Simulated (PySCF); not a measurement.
C3H7FOSi, SMILES C(/O[SiH2]C)=C/F.

Geometry optimised at B3LYP-D3(BJ)/def2-SVP. The structure was generated by enumeration; whether it is a known compound was not checked. Other conformers were not sampled.

All values below come from B3LYP-D3(BJ)/def2-SVP run with PySCF.

Frequencies are harmonic and unscaled.

**Question.** List the normal modes with their intensities. (The exact figures need the calculation; the answer reports its results.)

**Answer.** 
| mode | ν (cm⁻¹) | IR (km/mol) | Raman (Å⁴/amu) | depolarisation | moving atoms (share of kinetic energy) |
|---|---|---|---|---|---|
| 1 | 30 | 0.2 | 0.7 | 0.73 | H 28 %, C 21 %, F 19 %, Si 18 %, O 14 % |
| 2 | 53 | 5.5 | 2.0 | 0.73 | O 45 %, C 26 %, H 18 %, F 10 % |
| 3 | 99 | 3.1 | 1.4 | 0.73 | C 36 %, F 22 %, H 20 %, O 18 % |
| 4 | 152 | 0.4 | 0.1 | 0.66 | H 92 % |
| 5 | 224 | 2.2 | 0.8 | 0.47 | F 36 %, Si 23 %, O 18 %, C 11 %, H 11 % |
| 6 | 255 | 3.0 | 1.9 | 0.42 | C 32 %, O 28 %, H 21 %, Si 13 % |
| 7 | 500 | 11.3 | 4.1 | 0.75 | H 90 % |
| 8 | 515 | 0.9 | 4.7 | 0.74 | C 63 %, H 23 % |
| 9 | 637 | 10.0 | 12.5 | 0.23 | C 44 %, H 21 %, Si 16 %, O 14 % |
| 10 | 711 | 2.3 | 7.1 | 0.56 | C 40 %, H 35 %, Si 18 % |
| 11 | 723 | 46.0 | 14.9 | 0.73 | H 82 %, Si 9 % |
| 12 | 759 | 23.2 | 4.2 | 0.75 | H 75 %, C 21 % |
| 13 | 771 | 52.1 | 3.8 | 0.12 | H 56 %, C 25 %, Si 18 % |
| 14 | 872 | 14.7 | 4.0 | 0.69 | H 75 %, C 22 % |
| 15 | 878 | 37.1 | 9.1 | 0.45 | H 35 %, C 33 %, O 19 % |
| 16 | 881 | 65.1 | 8.9 | 0.58 | H 53 %, C 26 %, O 10 % |
| 17 | 940 | 380.8 | 5.2 | 0.71 | H 79 %, Si 14 % |
| 18 | 983 | 170.9 | 16.5 | 0.72 | H 93 % |
| 19 | 1087 | 77.1 | 8.8 | 0.30 | C 39 %, F 21 %, H 21 %, O 16 % |
| 20 | 1187 | 328.5 | 1.3 | 0.69 | H 33 %, O 31 %, C 26 %, F 9 % |
| 21 | 1277 | 27.5 | 1.1 | 0.20 | H 78 %, C 22 % |
| 22 | 1306 | 100.1 | 17.6 | 0.74 | H 72 %, O 14 %, C 10 % |
| 23 | 1412 | 115.5 | 0.4 | 0.25 | H 62 %, C 34 % |
| 24 | 1428 | 3.4 | 14.3 | 0.75 | H 96 % |
| 25 | 1435 | 5.8 | 11.2 | 0.75 | H 96 % |
| 26 | 1781 | 78.9 | 45.6 | 0.21 | C 91 % |
| 27 | 2203 | 147.6 | 98.0 | 0.32 | H 96 % |
| 28 | 2216 | 130.1 | 153.6 | 0.13 | H 97 % |
| 29 | 3035 | 1.1 | 139.2 | 0.01 | H 97 % |
| 30 | 3127 | 4.0 | 91.8 | 0.75 | H 91 %, C 9 % |
| 31 | 3135 | 2.3 | 74.7 | 0.75 | H 91 %, C 9 % |
| 32 | 3141 | 18.8 | 50.5 | 0.38 | H 92 %, C 8 % |
| 33 | 3218 | 8.8 | 115.0 | 0.25 | H 91 %, C 9 % |
